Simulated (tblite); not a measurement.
Start geometry of `CC[Si](N)(F)F` from a force field or distance geometry (Å):
```
atom  x, y, z in Å
C1    -1.5434    0.8354   -0.1765
C2    -0.9074   -0.4518    0.2500
Si3    0.8457   -0.5581   -0.4328
N4     2.0604    0.0731    0.6670
F5     0.8454    0.1641   -1.9370
F6     1.1252   -2.2068   -0.6780
H7    -2.4577    0.6304   -0.7999
H8    -1.9074    1.4522    0.6808
H9    -0.8356    1.4325   -0.7738
H10   -0.8939   -0.5693    1.3772
H11   -1.4800   -1.2921   -0.2203
H12    2.8467   -0.5712    0.8676
H13    2.2976    1.0621    0.5742
```

**Question.** What comes out of this run: tblite 0.8.0, GFN2-xTB geometry optimisation, gas phase?

**Answer.** 
```
atom  x, y, z in Å
C1    -1.4381    0.9387   -0.1496
C2    -0.9662   -0.5041    0.0251
Si3    0.8611   -0.7465   -0.3657
N4     1.8753    0.3224    0.4908
F5     1.2064   -0.5219   -1.9135
F6     1.2471   -2.3049   -0.2070
H7    -2.5006    1.0240    0.0689
H8    -0.8949    1.6032    0.5171
H9    -1.2693    1.2734   -1.1696
H10   -1.1775   -0.8269    1.0457
H11   -1.5582   -1.1509   -0.6254
H12    2.8313    0.4431    0.1992
H13    1.7794    0.4509    1.4825
```

The energy falls by 13.8 kcal/mol over 128 L-BFGS steps, the largest force on an atom goes from 2.06 to 0.009 eV/Å, and the atoms move by 0.723 Å rms after alignment. The bond that changes most is Si3–F6 (fluorine-bound silicon to silicon-bound fluorine), which shortens by 0.077 Å. Bonds longer at the end by more than 0.005 Å: 1 of 12; shorter: 10. Among the angles that change most is N4–Si3–F5, from 114.2° to 105.6°. Among the dihedrals that turn most is F5–Si3–N4–H13, from 33° to 173°. Rotational constants go from 3365, 2007, 1985 to 3650, 2028, 1933 MHz. The orientation of the end geometry is arbitrary; only internal coordinates are fixed.

Its GFN2-xTB frequencies are all real (lowest 39 cm⁻¹). One conformer, not necessarily the lowest. 3 starts were optimised and ended at 0.00, 0.04 and 0.27 kcal/mol (GFN2-xTB); the lowest of these is shown.

These are computed values.
